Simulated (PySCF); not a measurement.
Vertical excitations of a molecule C4H4ClI from TDA-PBE/def2-SVPD in PySCF 2.14.0, as energy in eV (oscillator strength): 3.97 (0.000), 4.14 (0.000), 4.20 (0.227), 4.91 (0.000), 5.27 (0.000), 5.28 (0.000), 5.41 (0.009), 5.55 (0.001), 5.80 (0.001), 5.85 (0.069). Lowest triplet (TDA): 2.78 eV. Coordinates come from a PBE0-D3(BJ)/def2-SVP optimisation. The def2 effective core potentials stand for the cores of I; spin–orbit coupling is left out. Other conformers were not sampled.

Task: Which structure fits?
(A) C=C/C(Cl)=C\I
(B) Cl/C=C\C=C/I
(C) C=C/C(I)=C\Cl
(D) C=C(Cl)C(=C)I

Result: A, C=C/C(Cl)=C\I
